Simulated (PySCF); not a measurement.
Gas-phase reaction: GeI4 + 2 GeF3 ⇌ 3 GeF2 + 2 I2, at 800 K and a standard pressure of 1 bar. Level: PBE/def2-SVP.

Method: PySCF energies plus ideal-gas RRHO corrections (1 bar). Open shells (unrestricted): GeF3 (multiplicity 2); the rest are closed-shell singlets. I: scalar-relativistic def2 core potential, no spin-orbit coupling. Ge: all electrons, no relativistic terms. GeF3: computed as isolated molecules; such fragments, hydroxides, amides, oligomers or adducts are transient or little studied in the gas. The harmonic model lacks anharmonicity and excited electronic states, which grow with temperature; levels with a mode under 35 cm⁻¹ are left out. Soft modes under 120 cm⁻¹ make the harmonic entropy rough for GeI4.

```csv
species,E (Ha),H(800 K) − E (kJ/mol),S°(800 K) (J/mol/K)
GeI4,-3267.34809,86.9,540.1
GeF3,-2375.50790,69.2,376.5
GeF2,-2275.84601,48.2,324.3
I2,-595.38819,30.0,297.7
```
E: electronic energy; H − E holds the zero-point and thermal terms. 1 Ha = 2625.5 kJ/mol.

Q: Work out ΔH°, ΔS°, ΔG° and log10 K from these numbers.

A: 1. ΔE = 3×(-2275.84601) + 2×(-595.38819) − 1×(-3267.34809) − 2×(-2375.50790) = 0.04948 Ha = 129.9 kJ.
2. Δ(H − E) = 3×(48.2) + 2×(30.0) − 1×(86.9) − 2×(69.2) = -20.7 kJ, so ΔH° = 109.2 kJ.
3. ΔS° = 3×(324.3) + 2×(297.7) − 1×(540.1) − 2×(376.5) = 275.2 J/K; the number of gas molecules changes by +2.
4. ΔG° = ΔH° − TΔS° = 109.2 − 800×(275.2)/1000 = -111.0 kJ.
5. log10 K = −ΔG°/(RT ln 10) = 7.25, with RT ln 10 = 15.32 kJ/mol; at standard pressures the products are favoured.
6. A shift of 10 kJ in ΔE would move log10 K by 0.65 here.
For scale, ΔH°(298 K) is 121 kJ at this level, 105 kJ at ωB97M-V/def2-TZVP†, and runs from -222 to 233 kJ over the 17 levels computed († marks an energy on the PBE0/def2-TZVP geometry).
